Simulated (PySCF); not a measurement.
I₄Ti, charge -1, multiplicity 2. Atoms are numbered in the order given.

```xyz
5

Ti     0.0000     0.0000     0.0000
I     -1.5076     1.5076     1.5895
I     -1.5076    -1.5076    -1.5895
I      1.5076    -1.5076     1.5895
I      1.5076     1.5076    -1.5895
```
Charge -1, spin multiplicity 2.

The structure is a stationary point at B3LYP-D3(BJ)/def2-SVPD. The multiplicity is an assumed one; other spin states were not compared. The def2 effective core potentials stand for the cores of I; spin–orbit coupling is left out.

Level of theory: PBE/def2-SVPD (PySCF).

The molecule is in vacuum.

Computed frontier levels, dipole moment and polarisability:
```
Item                                                                  Value
------------------------------------------------  -------------------------
α spin, highest occupied and lowest empty level          -0.58 and -0.45 eV
β spin, highest occupied and lowest empty level           -2.67 and 0.05 eV
dipole moment about the centre of nuclear charge                     0.00 D
mean static polarisability                           228.3 bohr³ (33.83 Å³)
polarisability, principal values                  220.4, 232.3, 232.3 bohr³
⟨S²⟩                                                0.760 (pure state 0.75)
```
